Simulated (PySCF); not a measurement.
A compound of formula C50H24 has these computed shifts in ppm, with the number of atoms in brackets (GIAO KT3/pcSseg-1, gas phase, PySCF SCF with an in-house response code, fitting set def2-universal-JFIT, grid level 2, non-relativistic, on the GFN2-xTB geometry; 13C, 1H against isolated TMS).

1H: 8.48 (2), 8.47 (2), 8.43 (2), 8.43 (2), 8.39 (2), 8.38 (2), 8.27 (2), 8.26 (2), 7.52 (2), 7.52 (2), 7.51 (2), 7.51 (2)
13C: 127.5 (1), 127.5 (1), 124.0 (2), 124.0 (2), 122.8 (2), 122.8 (2), 122.6 (2), 122.4 (2), 122.3 (2), 122.2 (2), 122.2 (2), 122.1 (2), 120.9 (2), 120.8 (2), 120.8 (1), 120.8 (1), 119.8 (1), 119.7 (1), 119.7 (1), 119.6 (1), 119.5 (1), 119.5 (1), 114.8 (2), 114.8 (2), 114.7 (2), 114.6 (2), 114.6 (2), 114.6 (2), 113.6 (2), 113.6 (2)

Which structure gave them?

c1cc2cccc3c4ccc5c6ccc7c8ccc9c%10cccc%11cccc(c%12ccc(c%13ccc(c%14ccc(c(c1)c23)c4c%145)c6c%137)c8c%129)c%11%10 (pentarylene). Other isomers were not compared.
